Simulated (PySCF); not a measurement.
Simulation results for CH7B2Ge

Computed with PySCF 2.14.0. Calculation on a computer-drawn molecule: optimised geometry and harmonic frequencies of an isolated molecule of the commonest isotopes, restricted reference for singlets and unrestricted otherwise, frozen core in MP2; on germanium a core potential holds 10 electrons, which the energies leave out, and 3d is frozen in MP2 and coupled-cluster steps.

Entry: CH7B2Ge

Start structure:
```xyz
11
CH7B2Ge
B      0.5844    -2.6755     2.2010
Ge     0.4454    -0.9988     1.0989
B     -0.9269     0.4053     0.5307
C     -1.8159     0.2090    -0.8359
H      0.3967    -3.6769     1.8065
H      0.8968    -2.4952     3.4136
H      1.7935    -0.6925     0.4837
H     -1.0051     1.4058     1.1638
H     -1.4571     0.9549    -1.4917
H     -1.8120    -0.6724    -1.2396
H     -2.8397     0.5789    -0.6796
```

* charge: 1
* multiplicity: 1
* method: HF
* basis: cc-pVDZ
* basis and core potential on germanium: cc-pVDZ-PP ECP10MDF
* rotational constants: 11.94, 2.192, 2.041 GHz
* total energy: -384.3912 hartree
* convergence status largest gradient component: 2.429e-05 hartree/bohr

Drawn bonds:
```tsv
atom	other atom	order
1	2	1
2	3	1
3	4	1
1	5	1
1	6	1
2	7	1
3	8	1
4	9	1
4	10	1
4	11	1
```

Optimised structure:
```xyz
11
CH7B2Ge
B      0.5357    -2.6135     2.2604
Ge     0.5916    -0.9538     1.0065
B     -0.9307     0.4016     0.4786
C     -1.8174     0.2299    -0.7881
H      0.2870    -3.6716     1.7764
H      0.7557    -2.4460     3.4175
H      1.9725    -0.6819     0.4100
H     -1.0059     1.3255     1.2309
H     -1.5060     1.0231    -1.4843
H     -1.7615    -0.7227    -1.3126
H     -2.8608     0.4521    -0.5439
```

Modes:
```tsv
frequency (cm⁻¹)	reduced mass (dalton)
46.23	1.116
78.75	2.344
132.7	2.685
159.1	1.565
261.8	1.524
408.6	1.209
461.9	2.678
544.1	4.937
602	1.069
658.4	1.246
676	1.108
856.1	1.185
908.8	1.671
953.5	1.322
1081	2.674
1153	1.446
1208	1.127
1424	1.222
1530	1.063
1556	1.082
2255	1.021
2738	1.045
2762	1.093
2865	1.133
3143	1.049
3222	1.085
3285	1.102
```
